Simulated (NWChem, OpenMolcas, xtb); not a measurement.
**KI (SMILES [K][I]): methods side by side**

KI has 2 atoms, charge 0, and is taken as a singlet. As SMILES, `[K][I]`. Geometry: the measured bond length.

```csv
atom,x (Å),y (Å),z (Å)
K,0.0000,0.0000,0.0000
I,0.0000,0.0000,3.0478
```

Each level gives the dipole moment (D). The values are calculated.

```json
{"level": "GFN0-xTB", "kind": "semi-empirical", "program": "xtb", "value (D)": "13.72"}
{"level": "HF/def2-TZVPPD (core potential)", "kind": "Hartree–Fock", "program": "NWChem", "value (D)": "11.56"}
{"level": "SVWN5/def2-TZVPPD (core potential)", "kind": "LDA", "program": "NWChem", "value (D)": "10.57"}
{"level": "PBE/def2-TZVPPD (core potential)", "kind": "GGA", "program": "OpenMolcas", "value (D)": "10.58"}
{"level": "r2SCAN/def2-TZVPPD (core potential)", "kind": "meta-GGA", "program": "OpenMolcas", "value (D)": "11.06"}
{"level": "B3LYP/def2-TZVPPD (core potential)", "kind": "global hybrid", "program": "NWChem", "value (D)": "10.85"}
{"level": "CAM-B3LYP/def2-TZVPPD (core potential)", "kind": "range-separated hybrid", "program": "NWChem", "value (D)": "11.08"}
```

The values span 10.57 to 13.72 D.
